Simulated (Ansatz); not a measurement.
Reaction (cleavage of the Si–Ge bond): `N[SiH2][GeH2][SH]` + `B[TeH]` → `B[Te][SiH2]N` + `[SH][GeH3]`

Computed with Ansatz on PBE0-D4/def2-TZVP structures; ΔE is electronic, products minus reactants. CCSD(T)/CBS adds triple-zeta CCSD(T) − MP2 to the extrapolated MP2 energy (def2 sets, frozen cores). def2 core potentials past Kr. For Ge, Te outer-core shells are correlated without core-valence functions, which leaves a few kJ/mol of doubt a bond. Scalar relativity is left out up to krypton. One conformer a species, not always the lowest.

`N[SiH2][GeH2][SH]`:

```xyz
11

N    -0.515    2.019   -0.645
Si    0.118    0.841    0.437
Ge   -0.250   -1.357   -0.408
S     0.640   -2.815    1.038
H    -0.133    2.951   -0.647
H    -1.496    2.032   -0.874
H    -0.426    0.865    1.827
H     1.585    1.072    0.523
H     0.348   -1.586   -1.810
H    -1.736   -1.757   -0.444
H     1.865   -2.265    1.005
```

`B[TeH]`:

Cartesian coordinates in Å:
```
B -0.426 0.207 -0.548
Te 0.619 -1.213 0.591
H -0.400 1.358 -0.251
H -1.029 -0.212 -1.486
H 1.235 -0.139 1.695
```

`B[Te][SiH2]N`:

Cartesian coordinates in Å:
```
B 0.898 -0.854 -1.803
Te -0.077 1.006 -1.824
Si -0.727 1.048 0.632
N -0.215 -0.287 1.572
H 0.977 -1.490 -0.798
H 1.361 -1.230 -2.835
H -0.131 2.281 1.200
H -2.209 1.110 0.674
H 0.768 -0.398 1.767
H -0.643 -1.186 1.415
```

`[SH][GeH3]`:

Z-matrix (Å, degrees):
```
Ge
S 1 2.224
H 1 1.536 2 110.4
H 1 1.533 2 104.8 3 119.2
H 1 1.536 2 110.4 3 -121.7
H 2 1.343 1 94.6 3 60.6
```

```csv
level,ΔE (kcal/mol)
HF/def2-TZVPP,-11.3
MP2/def2-TZVPP,-12.8
SCS-MP2/def2-TZVPP,-12.0
HF/CBS(def2),-11.5
```

What does CCSD(T)/CBS give? (Estimate.)

Computed: -11.2 kcal/mol. The listed levels differ from it by -0.1, -1.6, -0.8, -0.3 kcal/mol.

Largest T1 diagnostic among the species: 0.015.

Leaving LDA and LC-ωPBE aside and taking each functional with its dispersion term where it has one, the values, not all of them listed here, spread over 1.8 kcal/mol, from PBE-QIDH to BLYP-D4. From BLYP to BHLYP (50 % exact exchange), in def2-TZVPP and without D4, ΔE moves by −1.2 kcal/mol.
